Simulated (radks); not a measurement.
The mean radii <r> (bohr) of the occupied orbitals of an atom or ion are listed with their occupations. Method: scalar-relativistic Kohn-Sham, LDA (Slater exchange, Perdew-Wang correlation), spin-polarised, spherical densities, point nucleus; computed with a radial shooting solver on a logarithmic mesh with Libxc functionals.

orbital  occ.      <r>
1s up       1  0.02613
1s down     1  0.02613
2s up       1   0.1122
2s down     1   0.1122
2p up       3  0.09824
2p down     3  0.09824
3s up       1   0.2995
3s down     1   0.2995
3p up       3   0.2973
3p down     3   0.2973
3d up       5   0.2737
3d down     5   0.2737
4s up       1   0.6947
4s down     1   0.6944
4p up       3   0.7394
4p down     3   0.7386
4d up       5   0.8351
4d down     5   0.8322
5s up       1    1.668
5p up       3    1.920
5p down     2    1.929
6s up       1    3.817

Name the element and its charge. Open shells, if any, are filled with parallel spins first.

Answer. Z = 55, caesium, charge +2: Cs2+ in [Kr] 4d10 5s1 5p5 6s1. The 1s radius gives Z: for a bare nucleus <r> = (2 gamma + 1)/(2Z) with gamma = sqrt(1 - (Z/c)^2), 0.02574 bohr for Z = 55, and screening makes it slightly larger (0.02613 here). The occupations add up to 53, and the charge is Z minus that.
